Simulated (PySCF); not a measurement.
Ni(CO)2 (C2NiO2), SMILES [O+]#[C-]->[Ni]<-[C-]#[O+], multiplicity 1. Atoms are numbered in the order given.

```xyz
5

Ni     0.0000     0.0000    -0.4845
O      0.0000    -2.6132     0.7393
C      0.0000    -1.6313     0.1448
O      0.0000     2.6132     0.7393
C      0.0000     1.6313     0.1448
```

Coordinates come from a B3LYP-D3(BJ)/def2-SVP optimisation. The multiplicity is an assumed one; other spin states were not compared.

Calculation: PBE0/pcSseg-1 in PySCF.

GIAO shieldings, no solvent; atoms alike by connectivity are averaged. δ = σ(ref) − σ: ¹⁷O against H2O (σ = 334.2 ppm); ¹³C against TMS (σ = 186.3 ppm), references at their B3LYP-D3(BJ)/def2-TZVP geometries, non-relativistic.

Task: Estimate the chemical shifts. (Estimate from the structure and the level; the computed values follow.)

Result: 
```
nucleus   atoms  count  δ (ppm)
-------  ------  -----  -------
¹⁷O      O2, O4      2    370.5
¹³C      C3, C5      2    186.8
```
